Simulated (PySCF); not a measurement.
Problem. What does the PBE0-D3(BJ)/def2-SVP structure of `CC1=C(F)[C@@H]1Br` look like in three dimensions?

Solution. 
Z-matrix in Å and degrees, rows numbered from 1:
```
C 
C   1  1.4675
C   2  1.3012  1  156.49
F   3  1.3011  2  149.38  1     4.91
C   3  1.4382  2   66.28  1  -171.99
Br  5  1.9809  2  119.04  3  -107.85
H   1  1.1021  2  109.18  3   108.87
H   1  1.0983  2  111.51  3   -11.24
H   1  1.1007  2  110.91  3  -133.07
H   5  1.0983  2  124.00  3   111.85
```

The 4 C–C bonds span 1.301 Å (C2=C3, drawn double) to 1.502 Å (C2–C5, drawn single), a spread of 0.201 Å. The 3-membered ring C2–C3–C5 has internal angles of 52.5° to 66.3°.

Computed, not measured: PBE0-D3(BJ)/def2-SVP geometry optimisation, gas phase (PySCF 2.14.0).

Point group: C1 (no symmetry element, even within 0.4 Å). PBE0-D3(BJ)/def2-SVP frequencies: not computed here.

Hardware: one thread of an Intel Xeon Platinum 8488C, shared host with 96 logical CPUs at a one-minute load of 42. Cost: 27 s wall, 0.60 GiB resident at most. This is the geometry optimisation.
